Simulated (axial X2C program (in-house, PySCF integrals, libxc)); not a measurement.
**Spin–orbit effects down a group: molecules with Ga (ions), PBE0**

Computed with an axial X2C code built on PySCF integrals, spin-free (one-electron X2C) or two-component (2c: spin–orbit coupling with atomic mean-field Coulomb and Gaunt terms, which also bring small scalar terms), in Dyall basis sets with cores contracted in-house; open shells are unrestricted.

Basis sets: Ga dyall-acv3z, O dyall-av3z, S dyall-av3z, Se dyall-acv3z, Te dyall-acv3z.

```
molecule  spin-free state  Re (Å)  ωe (cm⁻¹)  De (eV)  2c state  Re 2c (Å)  ωe 2c (cm⁻¹)  De 2c (eV)
    GaO⁻   M_S = 0, Λ = 0   1.703      822.1     5.16     Ω = 0      1.704         821.8         n/a
    GaS⁻   M_S = 0, Λ = 0   2.127      450.4     4.23     Ω = 0      2.127         450.1         n/a
   GaSe⁻                ?       ?          ?        ?         ?          ?             ?           ?
   GaTe⁻   M_S = 0, Λ = 0   2.477      251.4     3.41     Ω = 0      2.480         249.7         n/a
```

(1) Estimate the 2c Re and ωe of GaSe⁻ as the mean of its neighbours in the table.

Fragments in 2c: Ga + O-, Ga + S-, Se- + Ga, Te- + Ga. Each entry is the lowest single determinant of a limited PBE0 search at one distance. De goes to single-determinant-based atoms at the same level (for ions the charge split of lowest energy) and is withheld (n/a) where an atom does not fit its ground term or J level. Main or longest-lived isotopes. The functionals have no current term, which raises determinants with orbital currents.

Answers

(1) Re ≈ 2.303 Å, ωe ≈ 349.9 cm⁻¹. The PBE0 runs give the row below, so the estimate misses by 0.047 Å and 34.1 cm⁻¹.

```json
{"molecule": "GaSe⁻", "spin-free state": "M_S = 0, Λ = 0", "Re (Å)": "2.255", "ωe (cm⁻¹)": "316.4", "De (eV)": "3.90", "2c state": "Ω = 0", "Re 2c (Å)": "2.256", "ωe 2c (cm⁻¹)": "315.8", "De 2c (eV)": "n/a"}
```
